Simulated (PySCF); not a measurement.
# In(2+) (indium, charge +2) across methods

[Kr] 4d10 5d1, 2D determinant (an excited configuration). All numbers are calculated (PySCF 2.14, scalar relativity through the core potential, in aug-cc-pVTZ-PP with one added diffuse shell each of d, f type with ECP28MDF (6s5p5d3f, 67 functions)).

```csv
method,E (hartree),mean ε 4d α (eV),mean ε 4d β (eV),mean ε 5d α (eV),Σ⟨r²⟩ (bohr²),⟨S²⟩
LDA,-188.2704,-40.537,-40.482,-10.552,42.27,0.750
revPBE,-188.7019,-40.343,-40.302,-10.784,42.41,0.750
BLYP,-188.5926,-40.270,-40.237,-10.659,42.17,0.750
r2SCAN,-188.7037,-40.865,-40.828,-10.639,42.24,0.750
LC-wPBE,-188.6571,-45.621,-45.578,-12.344,42.80,0.750
PBE,-188.6336,-40.404,-40.355,-10.737,42.32,0.750
UHF,-187.84815,-49.540,-49.461,-11.782,44.24,0.750
PW91,-188.7060,-40.503,-40.452,-10.750,42.32,0.750
PBE0,-188.6466,-42.961,-42.904,-11.085,42.60,0.750
```

Energies and moments cover only the electrons outside the core potential. The outer electron is Rydberg-like, and this basis confines it to a smaller radius and binds it less than a complete one would.
